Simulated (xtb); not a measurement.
CH5FO2Si2, SMILES [SiH3][Si@H](F)C(=O)O. All values are semi-empirical tight-binding results from xtb (GFN2-xTB unless named), good for trends rather than for accurate numbers. The structure is a stationary point at GFN2-xTB. The structure was generated by enumeration; whether it is a known compound was not checked. One conformer was computed; it need not be the lowest.

The orbital gap is 3.28 eV and the dipole moment is 2.01 D. The zero-point energy is 36.0 kcal/mol, the G − E(el) at 298.15 K (modified RRHO) is 13.7 kcal/mol and the static polarisability (D4 model) is 78.7 bohr³. The solvation energy, GFN2-xTB/ALPB(water) is -6.2 kcal/mol. The solvation energy, GFN2-xTB/ALPB(dmso) comes out as -10.1 kcal/mol.
